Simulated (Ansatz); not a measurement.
Geometry optimisation, Ansatz 0.2.0, RKS B3LYP-D4/def2-SVP.

Input file:

```yaml
crystal:
  periodic: [false, false, false]
  atoms:
    - { symbol: Ta, position_ang: [0.0, 0.0, 0.0] }
    - { symbol: O, position_ang: [2.37, 0.0, 0.0] }
    - { symbol: H, position_ang: [2.7071, -0.5308, 0.7903] }
    - { symbol: O, position_ang: [0.0, 0.0, 2.02] }
    - { symbol: H, position_ang: [-0.2547, -0.9174, 2.3571] }
    - { symbol: O, position_ang: [0.0, 0.0, -2.02] }
    - { symbol: H, position_ang: [-0.6343, -0.71, -2.3571] }
    - { symbol: Cl, position_ang: [-1.235, 2.139, 0.0] }
    - { symbol: F, position_ang: [-0.965, -1.6714, 0.0] }
    - { symbol: F, position_ang: [0.7032, 1.8834, -0.965] }
    - { symbol: H, position_ang: [1.8595, 1.2237, -0.627] }
basis:
  gaussian: { orbitals: def2-SVP }
hamiltonian:
  xc: b3lyp
  dispersion: d4
relax:
  f_tol: 0.15
  max_steps: 25
  restrain:
    - { distance: [0, 9], at: 3.13, k: 30.0 }
    - { distance: [10, 1], at: 2.21, k: 30.0 }
    - { distance: [0, 1], at: 2.02, k: 30.0 }
    - { distance: [10, 9], at: 0.92, k: 30.0 }
```

Command:

```bash
$ ansatz run input.yaml --threads 4 --pin off --max-ram 5120MiB --backend cpu --events-out ev --progress --plain --runs-dir out
```

Problem. Where does it end, and by what steps?

Solution. The run converged. The restraints hold the end off the free minimum; the threshold counts their pulls, which the force column leaves out. Restrained pairs: Ta1–F10 (2.23 → 3.13 Å), O2–H11 (1.47 → 2.20 Å), Ta1–O2 (2.37 → 1.98 Å), F10–H11 (1.37 → 0.93 Å). After 9 steps the energy has fallen by 4.547 eV (the restraints' own energy left out); F10 moved furthest, 0.93 Å.

```tsv
step	energy less start (eV)	largest force component (eV/Å)	accepted
0	0.0000	7.193	yes
1	-1.1367	6.022	yes
2	-2.1127	5.460	yes
3	-2.8554	4.648	yes
4	-3.7508	2.148	yes
5	-4.2373	1.569	yes
6	-4.4135	1.510	yes
7	-4.5177	0.941	yes
8	-4.5328	1.436	yes
9	-4.5471	1.093	yes
```

```xyz
11
Properties=species:S:1:pos:R:3
Ta -0.038 -0.069 0.075
O 1.946 -0.069 0.027
H 2.362 -0.215 0.891
O 0.077 -0.431 1.960
H -0.333 -1.035 2.592
O -0.161 -0.232 -1.813
H -0.524 -0.798 -2.504
Cl -1.330 1.845 0.328
F -1.077 -1.667 0.079
F 1.462 2.346 -1.231
H 2.167 1.741 -1.206
```

Run time: 39 s on 4 threads of Arm Neoverse V1, with other jobs on the host, peak memory 0.43 GiB.
